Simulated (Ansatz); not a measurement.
`[CH3][Sn][F]` + H–F → `[F][Sn][F]` + CH₄ at 600 K and 1 bar (ligand exchange at the Sn–C bond).

Isolated molecules relaxed with PBE0-D4/def2-TZVP in Ansatz; ΔE leaves out vibrations. CBS: MP2 limit from def2 TZ/QZ plus the TZ coupled-cluster correction, frozen cores. This one scheme is used for every species. def2 core potentials past Kr. For Sn outer-core shells are correlated without core-valence functions, which leaves a few kJ/mol of doubt a bond.

| species | CCSD(T)/CBS energy (Eh) | H − E (kJ/mol) | S (J/(mol·K)) |
| --- | --- | --- | --- |
| `[CH3][Sn][F]` | -353.71142 | 134.9 | 370.6 |
| H–F | -100.39570 | 42.3 | 194.0 |
| `[F][Sn][F]` | -413.70076 | 36.7 | 319.0 |
| CH₄ | -40.46206 | 140.4 | 215.7 |

H − E and S are ideal-gas, rigid-rotor, harmonic terms from PBE0-D4/def2-TZVP. 1 Eh = 2625.50 kJ/mol, R = 8.31446 J/(mol·K).

Task: By hand: ΔE, ΔH, ΔS and ΔG.

Result: ΔE = (-413.70076) + (-40.46206) − (-353.71142) − (-100.39570) = -0.05570 Eh = -146.2 kJ/mol. Δ(H − E) = 36.7 + 140.4 − 134.9 − 42.3 = -0.1, so ΔH = -146.3 kJ/mol. ΔS = 319.0 + 215.7 − 370.6 − 194.0 = -29.9 J/(mol·K). ΔG = -146.3 − 600 × (-29.9)/1000 = -128.4 kJ/mol.

Task: By hand: the equilibrium constant, and the temperature at which ΔG would vanish if ΔH and ΔS stayed fixed.

Result: log₁₀ K = −ΔG/(RT ln 10) = 11.2. ΔG = 0 at ΔH/ΔS = 4893 K, far beyond where these terms or the molecules hold.

ΔH outweighs TΔS. A doubt of 5 kJ/mol in ΔE shifts log₁₀ K by 0.4 here. Modes under 60 cm⁻¹, often nearly free rotors, make the harmonic entropy too high. These are equilibria of isolated gas molecules and say nothing of rates. Largest T1 diagnostic: 0.017 (customary marks: 0.02 for closed shells, 0.045 for open ones).
